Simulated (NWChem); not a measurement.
**Correlation energy of NS**

```
N
S 1 1.5015
```
Charge 0, spin multiplicity 2.

Program: NWChem. The geometry was optimised at UPBE0/def2-SVP, a minimum by its harmonic frequencies.

Basis set: def2-SVP. Each correlation energy counts from its own Hartree-Fock reference.

The correlated methods keep 6 core orbitals frozen. The structure started from a generated list of species. The unpaired electrons of the parent sit in orbitals of symmetry b1 (C2v labels of the run); other states weren't searched. No SCF solution was tested for a lower state. Open-shell Hartree-Fock references start from PBE0 orbitals. No row is a measurement; the coupled-cluster row has its own basis-set and correlation limits.

| method | correlation energy (mHa) | remark |
|---|---|---|
| UMP2 | [?] | spin-contaminated |
| CCSD[T] on UHF | -296.6 | spin-contaminated |
| CCSDT on ROHF | [?] | - |
| CCSD on UHF | [?] | spin-contaminated |
| CCSD on ROHF | -298.5 | - |
| CCSD(T) on ROHF | -312.8 | - |
| SCS-UMP2 | -227.6 | spin-contaminated |
| CCSD(T) on UHF | -293.6 | spin-contaminated |
| CCSD[T] on ROHF | -314.5 | - |

Question: What belongs in the gaps?

Answer: 
- UMP2, correlation energy (mHa): -236.1
- CCSDT on ROHF, correlation energy (mHa): -313.0
- CCSD on UHF, correlation energy (mHa): -281.2
